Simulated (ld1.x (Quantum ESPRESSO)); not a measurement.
## LDA (PZ) TM dataset for He, scalar-relativistic all-electron reference.

```
Element                 : helium (He)
Generator               : ld1.x (Quantum ESPRESSO) 7.5
Type                    : norm-conserving Troullier–Martins (Kleinman–Bylander form)
Functional              : LDA (PZ)
Relativity              : scalar-relativistic
Frozen core             : none
Valence charge          : 2
Reference configuration : 1s2
Partial waves           : 2p channel at 0.05 Ry: rc 0.40 bohr; 1s (bound): rc 0.40 bohr
Local potential         : the s channel
Core correction         : none
```

All-electron outer shells of the reference configuration (LDA (PZ), scalar-relativistic, ld1.x):

```csv
shell,level (eV),outermost node (bohr),outermost maximum (bohr)
1s,-15.52,–,0.57
```

What the tests gave:

- Cutoffs needed: 230 Ry and over 300 Ry (the cutoffs (Ry, on a coarse ladder) from which the occupation-weighted sum of valence levels, in a spherical-Bessel basis at the reference potential, stays within 10 and 1 mRy of its value at 400 Ry)
- Ghost test: no extra level below or beside the all-electron valence levels (p, s, d, f tested) (spherical-Bessel basis up to 400 Ry, 20 bohr box)
- Largest excitation error: -0.4 meV (all-electron minus pseudo) for 1s1, out of 2 test configurations

Generation and tests took about 1.2 s on one core of a shared server CPU.
